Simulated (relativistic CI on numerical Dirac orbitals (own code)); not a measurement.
# Radial parameters of Ru

Computed by Dirac-Coulomb-Breit CI, KLI orbitals optimised for each configuration, QED by a radiative potential, valence Slater integrals scaled by 0.85, P86 correlation energy added to each configuration (own radial code, finite nucleus).

Slater integrals F^k, G^k are unscaled and averaged over j, outside the closed core [Kr]; ζ comes from projecting the Hamiltonian with its Breit term on Σ l·s of the shell.

- 4d⁷5s: F^2(4d,4d) = 57665, F^4(4d,4d) = 37081, ζ(4d) = 881.84, G^2(4d,5s) = 14012 cm⁻¹; <r>(4d) = 1.696, <r^2>(4d) = 3.599, <r>(5s) = 3.419, <r^2>(5s) = 13.61 (bohr units).
- 4d⁶5s²: F^2(4d,4d) = 61262, F^4(4d,4d) = 39639, ζ(4d) = 974.84 cm⁻¹; <r>(4d) = 1.608, <r^2>(4d) = 3.18 (bohr units).
- 4d⁷5p: F^2(4d,4d) = 59100, F^4(4d,4d) = 38110, ζ(4d) = 905.61, F^2(4d,5p) = 10953, G^1(4d,5p) = 5234.8, G^3(4d,5p) = 3821, ζ(5p) = 315.06 cm⁻¹; <r>(4d) = 1.661, <r^2>(4d) = 3.412, <r>(5p) = 5.335, <r^2>(5p) = 33.82 (bohr units).

Q: Give the Racah parameters of the d shell in 4d⁷5s.

A: B = F²/49 − 5F⁴/441 = 756 cm⁻¹ and C = 35F⁴/441 = 2943 cm⁻¹; values fitted to spectra at such low charge are typically 15 to 30 % smaller.

In this model ζ of a weakly bound d, f or g electron outside closed shells comes out too small, for d by up to a factor of two or three and at times with the wrong sign; that of an outer p electron is too small as well.

Correlation outside the listed configurations is missing or only estimated: errors of thousands of cm⁻¹ between configurations and terms are usual at this charge. Rates and lifetimes follow the computed energies and can be off by large factors. The fine structure of a lone outer electron comes out too small, for d and f at times inverted, and misplaced configurations move strength between like terms. 26 of the 36 excited levels that our extract of the measured tables holds in this range could be paired (the sources list more); they are missed by 2712 cm⁻¹ on average and 4856 at most, and levels without a partner can miss by more. Some levels of the ground configuration have no partner and can miss by 10 % or more.

Averages of the first 10 configurations, taken without configuration mixing, which lowers the lowest level and can move excited configurations by several eV; other configurations of the list can lie among them:

```json
{"Configuration": "4d⁷5s", "Parity": "even", "States": "240", "Average energy above the lowest level (eV)": "2.2"}
{"Configuration": "4d⁶5s²", "Parity": "even", "States": "210", "Average energy above the lowest level (eV)": "4.0"}
{"Configuration": "4d⁷5p", "Parity": "odd", "States": "720", "Average energy above the lowest level (eV)": "5.1"}
{"Configuration": "4d⁸", "Parity": "even", "States": "45", "Average energy above the lowest level (eV)": "2.5"}
{"Configuration": "4d⁷5d", "Parity": "even", "States": "1200", "Average energy above the lowest level (eV)": "6.9"}
{"Configuration": "4d⁷6s", "Parity": "even", "States": "240", "Average energy above the lowest level (eV)": "6.3"}
{"Configuration": "4d⁶5s5p", "Parity": "odd", "States": "2520", "Average energy above the lowest level (eV)": "6.8"}
{"Configuration": "4d⁷6p", "Parity": "odd", "States": "720", "Average energy above the lowest level (eV)": "7.0"}
{"Configuration": "4d⁷7s", "Parity": "even", "States": "240", "Average energy above the lowest level (eV)": "7.4"}
{"Configuration": "4d⁷4f", "Parity": "odd", "States": "1680", "Average energy above the lowest level (eV)": "7.8"}
```
